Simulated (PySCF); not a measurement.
# Radial density of Cu⁺ (copper, charge +1)

MN15, [Ar] 3d10, closed-shell 1S. All numbers are calculated (PySCF 2.14, the non-relativistic Hamiltonian (point nucleus), in 6-31G* (5s4p2d1f, 34 functions)).

```
r (bohr)  4πr²ρ (e/bohr)
0.000972          0.1830
 0.00163          0.5056
 0.00275           1.350
 0.00462           3.408
 0.00778           8.056
  0.0131           16.75
  0.0220           28.52
  0.0370           34.99
  0.0623           29.66
   0.105           30.80
   0.176           39.74
   0.296           21.99
   0.498           21.03
   0.838           17.83
    1.41           4.566
    2.37          0.3970
    3.99       0.0002959
    6.71       0.0001052
```
